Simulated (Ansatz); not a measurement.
Mulliken charges of H₄HfOS₃, SMILES `[OH][Hf]([SH])([SH])[SH]` from B3LYP/def2-TZVPP in Ansatz (PBE0-D4/def2-TZVP geometry).

```tsv
atom	x (Å)	y (Å)	z (Å)	charge (e)
O1	-1.122	1.743	-0.629	-0.399
Hf2	-0.263	0.125	-0.154	0.799
S3	-0.080	0.061	2.283	-0.311
S4	-1.553	-1.731	-1.067	-0.302
S5	1.984	-0.124	-1.083	-0.317
H6	-1.322	2.597	-1.002	0.191
H7	0.823	-0.936	2.189	0.115
H8	-0.921	-2.595	-0.248	0.111
H9	2.454	0.861	-0.290	0.113
```

Task: By hand: the dipole of these point charges (1 e Å = 4.8032 D).

Result: Σ q r = (0.120, 0.145, 0.084) e Å, of length 0.206 e Å = 0.99 D.

Task: How does the dipole of the full density compare? (An estimate is asked.)

Result: The calculation gave: (-0.008, 0.384, -0.031) e Å, 1.85 D; the point charges give 0.54 times that, at 49° from its direction.

Point charges leave out the atoms' own dipoles, such as those of lone pairs, and Mulliken's split depends on the basis, so the two needn't agree.

B3LYP here is the variant with VWN-RPA as its local correlation; programs differ in this.
